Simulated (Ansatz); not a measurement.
Relaxation of ClH$_{10}$N$_{3}$Si$_{2}$ (16 atoms, charge 0, multiplicity 1), to a largest force component of 0.03 eV/Å in at most 50 steps.

All numbers below come from Ansatz, RHF/def2-SVP.

```xyz
16
Properties=species:S:1:pos:R:3:forces:R:3
Si 0.300 -0.094 -0.149 0.49 -0.04 -0.42
H 0.333 -0.285 1.301 0.26 0.05 -0.04
N 1.847 -0.135 -0.897 -0.02 -0.04 0.03
H 2.399 -0.972 -0.902 -0.03 0.04 0.00
H 2.415 0.686 -0.960 -0.02 -0.01 0.00
Cl -0.325 1.879 -0.464 -0.02 0.07 0.01
N -0.630 -1.298 -0.922 0.02 0.04 -0.03
H -1.590 -1.426 -0.676 0.02 -0.01 0.00
H -0.467 -1.443 -1.901 -0.02 0.00 0.07
N -2.192 -0.323 1.572 0.50 -0.33 0.80
H -2.833 -1.092 1.480 -0.02 0.01 0.00
Si -2.849 1.179 2.183 -0.05 -0.03 0.01
H -3.727 0.979 3.368 0.00 -0.01 0.00
H -1.722 2.040 2.591 0.01 0.00 -0.01
H -3.672 1.834 1.143 0.02 -0.02 -0.01
H -1.343 -0.655 2.045 -1.14 0.29 -0.41
```

Q: Where does it end, and by what steps?

A: The run converged. The force dipped under the threshold on the way, but the program's further checks kept it going. After 27 steps the energy has fallen by 0.318 eV; Cl6 moved furthest, 1.39 Å.

```json
{"step": "0", "energy less start (eV)": "0.0000", "largest force component (eV/Å)": "1.144", "accepted": "yes"}
{"step": "1", "energy less start (eV)": "-0.1459", "largest force component (eV/Å)": "0.220", "accepted": "yes"}
{"step": "2", "energy less start (eV)": "-0.2037", "largest force component (eV/Å)": "0.252", "accepted": "yes"}
{"step": "3", "energy less start (eV)": "-0.2391", "largest force component (eV/Å)": "0.243", "accepted": "yes"}
{"step": "4", "energy less start (eV)": "-0.2598", "largest force component (eV/Å)": "0.418", "accepted": "yes"}
{"step": "5", "energy less start (eV)": "-0.2697", "largest force component (eV/Å)": "0.265", "accepted": "yes"}
{"step": "6", "energy less start (eV)": "-0.2781", "largest force component (eV/Å)": "0.251", "accepted": "yes"}
{"step": "7", "energy less start (eV)": "-0.2880", "largest force component (eV/Å)": "0.238", "accepted": "yes"}
{"step": "8", "energy less start (eV)": "-0.2971", "largest force component (eV/Å)": "0.239", "accepted": "yes"}
{"step": "9", "energy less start (eV)": "-0.3032", "largest force component (eV/Å)": "0.223", "accepted": "yes"}
{"step": "10", "energy less start (eV)": "-0.3088", "largest force component (eV/Å)": "0.264", "accepted": "yes"}
{"step": "11", "energy less start (eV)": "-0.3123", "largest force component (eV/Å)": "0.108", "accepted": "yes"}
{"step": "12", "energy less start (eV)": "-0.3138", "largest force component (eV/Å)": "0.046", "accepted": "yes"}
{"step": "13", "energy less start (eV)": "-0.3138", "largest force component (eV/Å)": "0.051", "accepted": "yes"}
{"step": "14", "energy less start (eV)": "-0.3145", "largest force component (eV/Å)": "0.031", "accepted": "yes"}
{"step": "15", "energy less start (eV)": "-0.3149", "largest force component (eV/Å)": "0.033", "accepted": "yes"}
{"step": "16", "energy less start (eV)": "-0.3153", "largest force component (eV/Å)": "0.065", "accepted": "yes"}
{"step": "17", "energy less start (eV)": "-0.3156", "largest force component (eV/Å)": "0.067", "accepted": "yes"}
{"step": "18", "energy less start (eV)": "-0.3160", "largest force component (eV/Å)": "0.054", "accepted": "yes"}
{"step": "19", "energy less start (eV)": "-0.3162", "largest force component (eV/Å)": "0.043", "accepted": "yes"}
{"step": "20", "energy less start (eV)": "-0.3167", "largest force component (eV/Å)": "0.047", "accepted": "yes"}
{"step": "21", "energy less start (eV)": "-0.3170", "largest force component (eV/Å)": "0.037", "accepted": "yes"}
{"step": "22", "energy less start (eV)": "-0.3172", "largest force component (eV/Å)": "0.033", "accepted": "yes"}
{"step": "23", "energy less start (eV)": "-0.3173", "largest force component (eV/Å)": "0.029", "accepted": "yes"}
{"step": "24", "energy less start (eV)": "-0.3175", "largest force component (eV/Å)": "0.034", "accepted": "yes"}
{"step": "25", "energy less start (eV)": "-0.3177", "largest force component (eV/Å)": "0.022", "accepted": "yes"}
{"step": "26", "energy less start (eV)": "-0.3178", "largest force component (eV/Å)": "0.011", "accepted": "yes"}
{"step": "27", "energy less start (eV)": "-0.3178", "largest force component (eV/Å)": "0.017", "accepted": "yes"}
```

```xyz
16
Properties=species:S:1:pos:R:3
Si 0.984 0.095 -0.204
H 1.353 -0.304 1.166
N 2.076 -0.286 -1.459
H 2.178 -1.219 -1.805
H 2.842 0.308 -1.706
Cl 0.993 2.192 -0.135
N -0.518 -0.622 -0.537
H -1.198 -0.762 0.190
H -0.942 -0.536 -1.441
N -2.677 -0.694 2.060
H -3.295 -1.467 1.895
Si -3.320 0.921 2.023
H -4.257 1.236 3.134
H -2.187 1.867 2.094
H -4.066 1.081 0.754
H -2.020 -0.935 2.779
```

Whether the end is a true minimum wasn't checked by a vibrational analysis.

The run took 52 s on 4 threads of Arm Neoverse V1, on a shared host, peak memory 0.43 GiB.
